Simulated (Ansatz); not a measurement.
An input meant for CdMeI (CH3CdI) (charge 0, singlet).

```yaml
crystal:
  periodic: [false, false, false]
  atoms:
    - {symbol: Xx, position_ang: [-0.004307, 0.001731, -1.152260]}
    - {symbol: C, position_ang: [0.003055, -0.000534, 0.954747]}
    - {symbol: H, position_ang: [-0.446910, 0.921485, 1.322426]}
    - {symbol: H, position_ang: [1.029207, -0.071338, 1.315269]}
    - {symbol: H, position_ang: [-0.568567, -0.853676, 1.319739]}
    - {symbol: I, position_ang: [-0.012468, 0.002332, -3.759921]}
basis:
  gaussian: {orbitals: def2-SVPD, fitting: {mean_field: cc-pVTZ-jkfit}}
hamiltonian: {xc: {name: CAM-B3LYP}, dispersion: d3bjatm}
scf: {lower_state_search: off}
output: {forces: true}
```

```sh
$ ansatz run in.yaml --threads 4 --pin off --events-out ev --progress --plain --max-ram 3916MiB
```

**Question.** Predict how Ansatz answers.

**Answer.** The input was rejected before any iteration. An element symbol is wrong.
```
Error: YAML parse error: error: line 4 column 16: `Xx` is not an element symbol (H … Og, case-exact)
 --> <input>:4:16
2 |   periodic: [false, false, false]
3 |   atoms:
4 |     - {symbol: Xx, position_ang: [-0.004307, 0.001731, -1.152260]}
5 |     - {symbol: C, position_ang: [0.003055, -0.000534, 0.954747]}
6 |     - {symbol: H, position_ang: [-0.446910, 0.921485, 1.322426]}
```
